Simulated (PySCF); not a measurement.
Spinor energies of Ir³²⁺ (iridium, charge +32)

Start: [Kr] 4d9; 4d3/2 filled at m_j = -1/2, +1/2, +3/2; 4d5/2 filled at m_j = -5/2, -3/2, -1/2, +1/2, +3/2, +5/2. Calculated with PySCF 2.14 in an uncontracted even-tempered set (17 s from 3.1 bohr⁻², ratio 2.8; 14 p from 4.1 bohr⁻², ratio 2.8; 9 d from 4.1 bohr⁻², ratio 2.8; 3 f from 19 bohr⁻², ratio 3): generalised Hartree-Fock with the X2C-1e Hamiltonian and a Gaussian nucleus; one run each with spin-orbit coupling (SO) screened by Boettger's factors, then bare. This is a chosen level, not necessarily the ground level.

| spinor shell | electrons | ε, screened SO (eV) | ε, bare SO (eV) | weight of nominal j (bare SO) | rms radius, bare SO (bohr) |
| --- | --- | --- | --- | --- | --- |
| 1s1/2 | 2 | -77722.7 | -77721.1 | 1.000 | 0.0197 |
| 2s1/2 | 2 | -14751.8 | -14751.3 | 1.000 | 0.0796 |
| 2p1/2 | 2 | -14157.8 | -14195.6 | 1.000 | 0.0674 |
| 2p3/2 | 4 | -12527.0 | -12515.2 | 1.000 | 0.0754 |
| 3s1/2 | 2 | -4443.6 | -4443.5 | 1.000 | 0.203 |
| 3p1/2 | 2 | -4181.4 | -4189.7 | 1.000 | 0.194 |
| 3d3/2 | 4 | -3381.9 | -3389.3 | 1.000 | 0.183 |
| 3d5/2 | 6 | -3304.8 | -3300.2 | 1.000 | 0.188 |
| 4s1/2 | 2 | -1818.1 | -1818.1 | 1.000 | 0.422 |
| 4p1/2 | 2 | -1697.9 | -1700.3 | 1.000 | 0.424 |
| 4p3/2 | 4 | -1595.0 | -1594.3 | 1.000 | 0.453 |
| 4d3/2 | 3 | -1406.4 | -1408.5 | 0.998 | 0.445 |
| 4d5/2 | 6 | -1385.1 | -1383.8 | 0.999 | 0.454 |

Where does 3p3/2 lie, and what is the 3p spin-orbit splitting (bare SO)?

At -3812.1 eV, 377.62 eV above 3p1/2.

```
   quantity   screened SO       bare SO
E (hartree)  -17305.50538  -17306.99866
        M_J           3/2           3/2
       ⟨J²⟩         3.750         3.750
       ⟨L²⟩         6.099         6.106
       ⟨S²⟩         0.848         0.855
```

Each row is a mean over spinors that exchange with the open shell spreads, by up to 13.155 eV (4p1/2).

Breit and QED terms are absent; they matter most for the inner s and p1/2 levels.

Densities and radii are taken from the X2C orbitals without a picture-change correction, which distorts them close to the nucleus.
